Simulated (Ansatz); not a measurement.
Saddle point of Si2NH8OF3, singlet (Si₂NH₇OF₂ ([NH3][Si]([OH])([F])([F])[SiH3]) + HF → SiNH₄OF₃ ([NH3][Si]([OH])([F])([F])[F]) + SiH₄; bonds formed: Si1–F9, Si2–H8; bonds broken: Si1–Si2, H8–F9), PBE0-D4/def2-TZVP structure:

Si1  (0.178, 0.135, -0.242)
Si2  (-1.891, -0.610, 1.092)
F3  (-0.142, -0.905, -1.462)
F4  (0.772, 0.949, 1.068)
O5  (-0.596, 1.426, -0.944)
H6  (2.344, -0.577, -1.201)
N7  (1.928, 0.339, -1.057)
H8  (-0.125, -1.257, 0.915)
F9  (0.962, -1.463, 0.663)
H10  (-2.263, 0.718, 1.648)
H11  (-1.953, -1.583, 2.227)
H12  (-2.888, -1.033, 0.078)
H13  (-0.679, 2.175, -0.351)
H14  (2.542, 0.899, -0.474)
H15  (1.811, 0.788, -1.960)
(Å)

Energies are electronic, without zero-point energy. Barriers and step energies count from the start structure reached by relaxing down the imaginary mode; all methods use the PBE0-D4 structures, on which another method's saddle can fall below an end. Ansatz 0.2.0; basis: def2-TZVPP, with def2-QZVPP for the basis limit; cores frozen in the correlated methods. B3LYP uses VWN-RPA correlation. Extrapolation: Hartree–Fock as exp(−7.88 √X), correlation as X^−2.97.

```tsv
method	barrier (kJ/mol)	step energy (kJ/mol)
SPW92	55.9	-113.5
PBE-D4	80.3	-124.5
BLYP-D4	95.1	-146.3
r2SCAN-D4	74.5	-159.4
B97M-V	?	-165.7
PBE0-D4	91.1	-141.3
B3LYP-D4	102.4	-158.1
r2SCAN0-D4	86.3	-166.1
BHLYP-D4	115.3	-176.8
CAM-B3LYP-D4	?	-165.5
wB97X-V	96.2	-161.4
wB97M-V	91.8	-165.7
B2PLYP	?	-169.9
PBE-QIDH	96.2	-161.9
RPA on PBE	95.7	-174.9
HF	149.7	-221.2
MP2	96.0	-172.4
CCSD	109.2	-178.8
CCSD(T)	100.3	-170.8
```

Task: Fill in the withheld barriers. (To be estimated.)

Result: The calculation gives: CAM-B3LYP-D4 101.4; B2PLYP 103.0; B97M-V 88.3 kJ/mol. Each is the energy of the saddle less that of the start structure, by the same method.

For comparison, the barrier by CCSD(T) at an estimated basis limit (MP2 extrapolated from triple and quadruple zeta, plus CCSD(T) − MP2 in triple zeta) is 102.5 kJ/mol.

The T1 diagnostic stays at or below 0.013.

Labels in which every atom is bracketed show which atoms are joined, not bond orders.

For scale, one of the runs: CCSD(T)/def2-TZVPP, 351 basis functions, launched by `ansatz run in.yaml --threads 4 --pin off --events-out ev --progress --plain --max-ram 66560MiB --backend cuda --devices 0, --max-vram 37GiB`. Time: 28 s of wall clock on 4 CPU threads of an AMD EPYC 7R13 and a share of one NVIDIA H100; the host was shared. Peak host memory: 0.86 GiB.
